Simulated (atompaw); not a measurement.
## An all-electron radial function and its pseudo partner (germanium)

Columns: radius, all-electron u(r) and pseudo u(r) of the 3p shell (level -124.47 eV) of germanium in the configuration [Ne] 3s2 3p6 3d10 4s2 4p1; PBEsol, scalar-relativistic, PAW (atompaw) scheme, atompaw 4.2.0.5.

| r (bohr) | all-electron | pseudo |
| --- | --- | --- |
| 0.056 | -0.4719 | 0.0213 |
| 0.112 | -0.7159 | 0.0832 |
| 0.167 | -0.5044 | 0.1787 |
| 0.223 | -0.0661 | 0.3033 |
| 0.279 | 0.3998 | 0.4453 |
| 0.335 | 0.7907 | 0.5934 |
| 0.390 | 1.0681 | 0.7338 |
| 0.446 | 1.2432 | 0.8612 |
| 0.502 | 1.3271 | 0.9643 |
| 0.558 | 1.3411 | 1.0370 |
| 0.613 | 1.3071 | 1.0755 |
| 0.669 | 1.2403 | 1.0815 |
| 0.725 | 1.1540 | 1.0564 |
| 0.781 | 1.0578 | 1.0053 |
| 0.837 | 0.9584 | 0.9350 |
| 0.892 | 0.8622 | 0.8542 |
| 0.948 | 0.7685 | 0.7671 |
| 1.004 | 0.6808 | 0.6810 |
| 1.060 | 0.6001 | 0.6002 |
| 1.115 | 0.5280 | 0.5280 |
| 1.171 | 0.4619 | 0.4619 |
| 1.227 | 0.4028 | 0.4028 |
| 1.283 | 0.3504 | 0.3504 |
| 1.338 | 0.3049 | 0.3049 |
| 1.394 | 0.2641 | 0.2641 |
| 1.450 | 0.2284 | 0.2284 |

(1) How many radial nodes do the two functions have?

(2) At about which radius was the pseudo-wave matched?

(3) Where does each function peak?

(4) Is the pseudo-wave norm-conserving?

Answers

(1) The all-electron 3p function has n − l − 1 = 1; the pseudo-wave has 0, since the states of the same l below it are removed with the core.

(2) 1.10 bohr. The columns agree to 0.0005 from 1.00 bohr on; several derivatives are matched, so the curves merge somewhat inside the radius.

(3) Outermost all-electron maximum near 0.56 bohr, pseudo maximum near 0.67 bohr (to the table’s step).

(4) No, it belongs to a PAW set: the norm inside the radius is not constrained, and the difference is carried by the augmentation charge.
